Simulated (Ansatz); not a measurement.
Consider the formal exchange of groups at a Ge–N bond: `B[NH][GeH3]` + `F[CH2][AlH2]` → `F[CH2][AlH][GeH3]` + `BN`.

Program: Ansatz. Geometries: PBE0-D4/def2-TZVP. ΔE: electronic, gas phase. CCSD(T)/CBS is the MP2 limit (def2-TZVPP, def2-QZVPP) plus CCSD(T) − MP2 in def2-TZVPP, frozen cores. This one scheme is used for every species. DFT in def2-TZVPP. For Ge outer-core shells are correlated without core-valence functions, which leaves a few kJ/mol of doubt a bond. Scalar relativity is left out up to krypton. One conformer a species, not always the lowest.

```csv
level,ΔE (eV)
PBE-D4,-0.51
ωB97M-V,-0.35
B2PLYP,-0.34
HF/CBS(def2),-0.20
```

Question: What does CCSD(T)/CBS give? (Best estimate.)

Answer: Ansatz gave: -0.35 eV. The listed levels differ from it by -0.16, 0.00, 0.01, 0.15 eV.

Largest T1 diagnostic among the species: 0.013.

From PBE to PBE0 (25 % exact exchange), in def2-TZVPP and without D4, ΔE moves by +0.04 eV. In def2-TZVPP, CCSD(T) changes the Hartree–Fock value by −0.11 eV (the triples alone add −0.01 eV) and MP2 by −0.05 eV.
